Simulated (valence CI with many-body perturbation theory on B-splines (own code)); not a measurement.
Results of a calculation; reference values are marked as such.
**Cl XII: magnetic and hyperfine properties of the levels**

Method: relativistic CI+MBPT: four valence electrons over a frozen Dirac-Fock core [He], a basis of 11 s, 11 p, 10 d, 8 f, 5 g, 2 h functions for each j, with the one-electron correlation potential Σ1, the two-electron term Σ2, the three-electron term Σ3, Breit, model QED; selected CI, second order for the rest, scaled by the run's own slope (own B-spline code, finite nucleus).

No measured levels were compared; by estimate levels of excited configurations hold to 0.05 to 0.15 % of their energy, terms of the ground configuration to about 0.5 %. Among the levels kept, up to 850 cm⁻¹ of a level comes from second order outside the variational space, and about a tenth of that is noise between levels of different J, which matters for small intervals.

A/g_I is the dipole constant over the nuclear g factor μ/I (μ in nuclear magnetons, uniformly magnetised nucleus), B/Q the quadrupole constant per barn. Both hold the static response of the core; the bare values leave it out. Large factors of s and p1/2 electrons are usually good to 5 to 10 %; those of open d and f shells near neutrality can be off by tens of per cent, and small factors of p3/2, d and f electrons come from cancelling terms and can be off by a factor of two or in sign, in half-filled shells by more. B is blank for J = 1/2, where it vanishes, and for nearly pure S terms. Energies count from the lowest level. Levels with J = 0 are left out.

Names give the largest LS component (configuration and term), which can be under half, so a name can repeat, a term be missing and a line seem to break the LS rules; names also repeat where a configuration has a term twice.

```
          Level  E (eV)      g  A/g_I (MHz)  A/g_I bare  B/Q (MHz/b)  B/Q bare
   2s2 2p2 3P_1    0.89  1.500         -288         664         6050      6100
   2s2 2p2 3P_2    2.06  1.490         8530        9350       -11600    -11700
   2s2 2p2 1D_2    9.39  1.008        11900       11900        23500     23700
   2s 2p3 5S°_2   25.52  2.000        27800       28400                       
   2s 2p3 3D°_2   48.14  1.172        17400       17200         5810      5850
   2s 2p3 3D°_1   48.19  0.510       -18500      -17800         2950      2970
   2s 2p3 3D°_3   48.22  1.333        29200       28700         -111      -117
   2s 2p3 3P°_1   56.51  1.489        40900       40200        -3060     -3090
   2s 2p3 3P°_2   56.60  1.492        32800       32200        -5710     -5750
   2s 2p3 1D°_2   71.61  1.001        12800       12800         -408      -395
   2s 2p3 3S°_1   72.11  1.979       -29300      -25300                       
   2s 2p3 1P°_1   79.99  1.018        11100       11200          298       293
       2p4 3P_2  109.45  1.493         5360        6840        11200     11300
       2p4 3P_1  110.93  1.500        -1870        -265        -5770     -5810
       2p4 1D_2  117.33  1.005        13000       13000       -23000    -23100
2s2 2p 3s 3P°_1  336.61  1.458        29100       28600        -4780     -4810
2s2 2p 3s 3P°_2  338.34  1.500        12800       13100        12600     12700
2s2 2p 3s 1P°_1  340.25  1.040         5440        6040        11100     11200
 2s2 2p 3p 1P_1  348.56  0.830        19400       19100        -3700     -3720
 2s2 2p 3p 3D_1  350.07  0.761         4770        4430         1680      1690
 2s2 2p 3p 3D_2  350.31  1.170         9460        9560         5650      5680
 2s2 2p 3p 3D_3  351.76  1.333         4680        5070        15900     16000
 2s2 2p 3p 3S_1  352.51  1.791        -1520        -497         -557      -561
 2s2 2p 3p 3P_1  353.69  1.616         6810        7520         4320      4350
 2s2 2p 3p 3P_2  354.16  1.483         7610        8110        -5250     -5290
 2s2 2p 3p 1D_2  357.97  1.011         7510        7570        15100     15200
 2s 2p2 3s 5P_1  362.84  2.499        51000       50500        -1270     -1280
 2s 2p2 3s 5P_2  363.60  1.833        29900       29700        12800     12900
2s2 2p 3d 3F°_2  364.07  0.754         9710        9460         2320      2350
 2s 2p2 3s 5P_3  364.59  1.666        29900       29800       -12800    -12900
2s2 2p 3d 3F°_3  365.06  1.091         5530        5540         5980      6040
2s2 2p 3d 1D°_2  365.50  0.959         -232        -370        -6900     -6940
```

**Question.** Take the isotope of mass number 37, with I = 3/2, μ = 0.684 μN and Q = -0.0644 b. What is the hyperfine structure of 2s2 2p2 3P_2?

**Answer.** From the table A = 3890 MHz, B = 748 MHz. Shifts from the centre of gravity in MHz: F = 1/2: -16900, F = 3/2: -11700, F = 5/2: -2410, F = 7/2: 11900.
